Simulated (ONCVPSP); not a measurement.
# gallium: excitation energies, all-electron against ONCV

Ga (Z = 31), optimised norm-conserving Vanderbilt (ONCV), made with ONCVPSP 4.0.1 (revPBE, scalar-relativistic). Core [Ne], reference 3s2 3p6 3d10 4s2 4p1. Waves: 3s+4s: rc 0.90 bohr, ncon 4, nbas 7, qcut 12.2 1/bohr, 2 projectors; 3p+4p: rc 1.15 bohr, ncon 3, nbas 7, qcut 14 1/bohr, 2 projectors; 3d: rc 0.95 bohr, ncon 4, nbas 9, qcut 17.5 1/bohr, 2 projectors, debl 2.2 Ha. Local part: polynomial inside 0.60 bohr (lpopt 5, dvloc0 0 Ha). Core correction: none.

Energies are relative to the spin-unpolarised reference configuration 3s2 3p6 3d10 4s2 4p1; without spin polarisation the order of configurations can differ from experiment. Not all tests gave a result: 1 of 4 tests not solved or not reliable.

| valence configuration | charge | ΔE all-electron (eV) | error AE − PS (meV) |
| --- | --- | --- | --- |
| 3s2 3p6 3d10 4s2 4p0 | +1 | 5.623 | -0.3 |
| 3s2 3p6 3d10 4s1 4p0 | +2 | 26.605 | -1.0 |
| 3s2 3p6 3d9 4s2 4p2 | 0 | 20.312 | +14 |
